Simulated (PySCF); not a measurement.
## Atomic charges by several schemes

Species: C9H12O2.
Geometry (GFN2-xTB, Å), atoms numbered from 1 in this order:
```
atom  x, y, z in Å
C1    -2.991    0.930    0.680
C2    -1.585    0.362    0.818
C3    -1.134   -0.340   -0.464
C4     0.264   -0.913   -0.328
C5     1.287    0.055   -0.124
C6     2.145    0.886    0.044
C7     3.217    1.808    0.255
O8     4.375    1.499    0.384
O9     2.788    3.082    0.296
C10    0.649   -2.146   -1.118
C11    0.450   -2.249    0.357
H12   -3.030    1.659   -0.127
H13   -3.296    1.422    1.601
H14   -3.706    0.139    0.461
H15   -1.556   -0.349    1.647
H16   -0.884    1.167    1.048
H17   -1.830   -1.148   -0.701
H18   -1.151    0.375   -1.292
H19    3.542    3.674    0.440
H20   -0.099   -2.564   -1.773
H21    1.656   -2.203   -1.503
H22   -0.438   -2.740    0.725
H23    1.320   -2.380    0.982
```

Density: PBE0/pcSseg-1 (PySCF); schemes: Mulliken, IAO, Hirshfeld and ESP-fitted. Geometry: GFN2-xTB, one conformer, isolated molecule.

**Question.** For which atoms does the sign change between the 4 schemes (beyond +0.03 e in one, beyond −0.03 e in another)?

**Answer.** C2, C4, C5, H15 and H16.

**Question.** Which atoms carry the lowest charge in the Mulliken, IAO, Hirshfeld and ESP-fitted schemes?

**Answer.** The schemes don't all agree: Mulliken C4 (-0.638); IAO O9 (-0.474); Hirshfeld O8 (-0.272); ESP-fitted O9 (-0.558).

**Question.** Do the Mulliken, IAO, Hirshfeld and ESP-fitted schemes agree on where the charge is highest?

**Answer.** The schemes don't all agree: Mulliken C5 (+0.501); IAO C7 (+0.522); Hirshfeld C7 (+0.206); ESP-fitted C7 (+0.703).

**Question.** What partial charge does each atom carry?

**Answer.** In e:

```tsv
atom	environment	Mulliken	IAO	Hirshfeld	ESP-fitted
C1	methyl carbon	-0.255	-0.417	-0.116	-0.376
C2	chain CH2 carbon	-0.277	-0.248	-0.067	+0.375
C3	chain CH2 carbon	-0.069	-0.243	-0.060	-0.370
C4	propargylic carbon	-0.638	-0.001	+0.021	+0.148
C5	alkyne carbon	+0.501	+0.025	+0.007	-0.061
C6	alkyne carbon	-0.178	-0.128	-0.073	-0.183
C7	carboxylic acid carbon	+0.264	+0.522	+0.206	+0.703
O8	acid carbonyl oxygen	-0.392	-0.451	-0.272	-0.518
O9	acid hydroxyl oxygen	-0.355	-0.474	-0.178	-0.558
C10	three-membered-ring carbon	-0.101	-0.273	-0.074	-0.251
C11	three-membered-ring carbon	-0.111	-0.276	-0.074	-0.372
H12	methyl hydrogen	+0.110	+0.137	+0.040	+0.090
H13	methyl hydrogen	+0.118	+0.144	+0.042	+0.081
H14	methyl hydrogen	+0.105	+0.134	+0.038	+0.079
H15	methylene hydrogen	+0.113	+0.130	+0.035	-0.056
H16	methylene hydrogen	+0.140	+0.140	+0.034	-0.039
H17	methylene hydrogen	+0.104	+0.130	+0.043	+0.136
H18	methylene hydrogen	+0.130	+0.140	+0.041	+0.116
H19	acid proton	+0.241	+0.374	+0.188	+0.420
H20	methylene hydrogen	+0.133	+0.154	+0.054	+0.130
H21	methylene hydrogen	+0.142	+0.164	+0.055	+0.154
H22	methylene hydrogen	+0.132	+0.153	+0.054	+0.178
H23	methylene hydrogen	+0.143	+0.164	+0.055	+0.176
```

Mean size of the charges over all atoms: ESP-fitted 0.242 e, IAO 0.218 e, Mulliken 0.207 e, Hirshfeld 0.079 e. Each set sums to the total charge, 0, to within 0.001 e. The IAO scheme projects the occupied orbitals on a minimal set of polarised atomic orbitals and counts the electrons in each atom's part of it. The ESP scheme fits charges at the nuclei, held to the total charge, to the electrostatic potential on points at 1.4 to 2.0 times the van der Waals radii.

**Question.** How many electrons does the ESP-fitted scheme count on C10?

**Answer.** Z − q = 6 − (-0.251) = 6.251.

**Question.** Sum the charges by element.

**Answer.** 
| element | atoms | Mulliken | IAO | Hirshfeld | ESP-fitted |
| --- | --- | --- | --- | --- | --- |
| C | 9 | -0.865 | -1.039 | -0.230 | -0.388 |
| O | 2 | -0.747 | -0.925 | -0.450 | -1.076 |
| H | 12 | +1.611 | +1.964 | +0.680 | +1.465 |

**Question.** How closely do the schemes follow one another over all atoms?

**Answer.** Correlation coefficient and root-mean-square difference: IAO with Hirshfeld 0.96, 0.162 e; Hirshfeld with ESP-fitted 0.87, 0.218 e; IAO with ESP-fitted 0.85, 0.158 e; Mulliken with IAO 0.71, 0.193 e; Mulliken with Hirshfeld 0.68, 0.195 e; Mulliken with ESP-fitted 0.47, 0.288 e.
